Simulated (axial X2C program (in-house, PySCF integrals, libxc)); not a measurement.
## Outer orbitals of NaNb at 3.166 Å, PBE0

Calculated with an in-house relativistic program for diatomic molecules. Spin-free means the one-electron spin-free X2C Hamiltonian; two-component (2c) means X2C with spin–orbit coupling and atomic mean-field two-electron Coulomb and Gaunt terms, so the difference of the two also holds small scalar two-electron terms. Basis: Nb dyall-cv3z [11s12p9d5f3g], Na dyall-cv3z [9s8p5d2f] (cores contracted in-house); Gaussian nuclei, density fitting, unrestricted open shells. Masses: Nb 92.906 u, Na 22.990 u.

The distance is close to the 2c PBE0 minimum; the highest filled and lowest empty levels are listed.

Spin-free orbitals, state M_S = 2, Λ = 0 (beyond evenly filled blocks: π+α, π-α, δ+α, δ-α) (Löwdin shares):

```csv
symmetry,occupied,ε (eV),atomic character
σβ,yes,-34.92,100% Nb p
π+β,yes,-34.01,100% Nb p
π-β,yes,-34.01,100% Nb p
π+β,yes,-31.94,100% Na p
π-β,yes,-31.94,100% Na p
σβ,yes,-31.94,100% Na p
π+α,yes,-31.90,100% Na p
π-α,yes,-31.90,100% Na p
σα,yes,-31.90,100% Na p
σα,yes,-4.69,"65% Nb s, 21% Na s, 12% Na p"
π-α,yes,-4.45,98% Nb d
π+α,yes,-4.45,98% Nb d
δ+α,yes,-4.04,100% Nb d
δ-α,yes,-4.04,100% Nb d
σβ,yes,-3.97,"54% Na s, 28% Nb s, 8% Nb p"
σα,no,-1.76,"30% Na s, 28% Nb d, 27% Nb p"
σβ,no,-1.33,"48% Na p, 23% Nb s, 13% Na s"
σα,no,-1.25,"67% Nb d, 18% Nb p, 10% Na s"
π+α,no,-0.72,"68% Nb p, 30% Na p"
π-α,no,-0.72,"68% Nb p, 30% Na p"
```

The lowest two-component determinant found has another configuration (Ω = 1 (⟨Sz⟩ = 2.00, ⟨Lz⟩ = -1.00 at PBE0)), so the levels differ by more than spin–orbit coupling. Its spinors:

```
   ω  occupied  ε (eV)              atomic character     λ mixture
 1/2       yes  -34.56                     100% Nb p  88% π, 12% σ
-1/2       yes  -34.46                     100% Nb p   93% σ, 7% π
-3/2       yes  -33.51                     100% Nb p        100% π
 1/2       yes  -31.97                     100% Na p  77% π, 23% σ
-1/2       yes  -31.96                     100% Na p  63% π, 37% σ
-3/2       yes  -31.82                     100% Na p        100% π
-1/2       yes  -31.80                     100% Na p  63% σ, 37% π
 1/2       yes  -31.79                     100% Na p  77% σ, 23% π
 3/2       yes  -31.79                     100% Na p        100% π
 1/2       yes   -4.82  45% Nb s, 25% Nb d, 19% Na s        100% σ
 1/2       yes   -4.51   71% Nb d, 22% Nb s, 4% Na p        100% σ
-3/2       yes   -4.36                     100% Nb d        100% δ
-1/2       yes   -4.27                      97% Nb d        100% π
 5/2       yes   -4.13                     100% Nb d        100% δ
-1/2       yes   -3.94   55% Na s, 30% Nb s, 8% Nb p        100% σ
 3/2        no   -1.63             93% Nb d, 5% Na p        100% π
 1/2        no   -1.60  44% Nb p, 39% Na s, 10% Na p        100% σ
-1/2        no   -1.36  47% Na p, 25% Nb s, 14% Nb p        100% σ
-1/2        no   -0.78   70% Nb p, 27% Na p, 2% Na d        100% π
```

Task: How does the gap between the highest filled and lowest empty level change from the spin-free to the 2c table?

Result: From 2.21 to 2.31 eV at PBE0, a change of 0.10 eV.

Mulliken charges and populations of the two-component result (they depend on the basis, above all on diffuse functions):

Nb -0.22 e (s 9.17 p 18.05 d 14.00), Na 0.22 e (s 4.73 p 6.04 d 0.01). ⟨Lz⟩ = -1.00 ħ and ⟨Sz⟩ = 2.00 ħ (2.25 and -0.25 on the two atoms), which add up to Ω.

The state is one determinant whose occupation by symmetry is held fixed; it was picked as the lowest of a PBE0 search that is not exhaustive. Density functionals use the spin component along the axis (collinear). PBE0 can misorder states that lie within some tenths of an eV, so this need not be the ground state of the molecule. The nearest other spin-free determinant of the search, M_S = 2, Λ = 1, lies 0.019 eV up at the distance of the search. Without a current term, density functionals place determinants with orbital angular momentum somewhat too high. With several unpaired electrons one determinant need not be a pure state. Open-shell Ω = 0 determinants with evenly filled partner blocks cannot be reached by this program, so the Ω shown need not be the lowest component. The determinant is spin-polarised beyond a pure state at some levels (its spin-free form has ⟨S²⟩ too high), which makes Re and μ there less reliable.
